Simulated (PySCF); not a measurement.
Run record: geometry optimisation, NbSF3, `[F][Nb]([F])([F])=[S]`.

Method: PBE0-D3(BJ)/def2-SVP geometry optimisation, gas phase, def2 core potentials past Kr (PySCF 2.14.0). Start geometry: GFN2-xTB. The input is one job of a driver script: a line of settings, then coordinates in Å.

Input:
```
{"job": {"xc": "PBE0", "basis": "def2-SVP", "d3": "d3bj", "grid": 1, "maxiter": 30, "shake": 0.03, "kind": "geom"}, "charge": 0, "multiplicity": 1}
Nb     0.059940    -0.074290    -0.239380
S     -0.008070    -0.029160     1.955260
F      1.723540     0.001600    -0.604270
F     -0.800060     1.556770    -0.564700
F     -0.900500    -1.565400    -0.609030
```

Output:
```
step   0  E = -754.13691712  max force = 0.122463
step   1  E = -754.16118420  max force = 0.023578
step   2  E = -754.16286485  max force = 0.010697
step   3  E = -754.16314019  max force = 0.002901
step   4  E = -754.16317299  max force = 0.001156
step   5  E = -754.16319377  max force = 0.000523
step   6  E = -754.16321410  max force = 0.000591
step   7  E = -754.16325102  max force = 0.000906
step   8  E = -754.16312545  max force = 0.002537
step   9  E = -754.16329611  max force = 0.001428
step  10  E = -754.16331004  max force = 0.000724
step  11  E = -754.16323494  max force = 0.000280
step  12  E = -754.16329670  max force = 0.000312
step  13  E = -754.16328874  max force = 0.000316
step  14  E = -754.16329784  max force = 0.000313
optimisation converged
```

Energies in Eh; «max force» is the largest Cartesian gradient component in Eh/bohr.

Problem. How much energy does the optimisation release, in eV?

Solution. E(step 0) − E(last step) = 0.026381 Eh, which is 0.718 eV.

Problem. At which steps does the energy rise by more than 1e-5 Eh?

Solution. At steps 8 (+0.13 mEh) and 11 (+0.08 mEh).

Main results: final energy -754.16330 Eh after 14 steps; dipole 1.05 D.

The run took 51 s of wall time on Intel Xeon Platinum 8488C, one thread, shared host with 96 logical CPUs at a one-minute load of 15, and the process peaked at 0.36 GiB of memory.
Labels such as C1 count atoms from 1, the log's own numbers from 0.
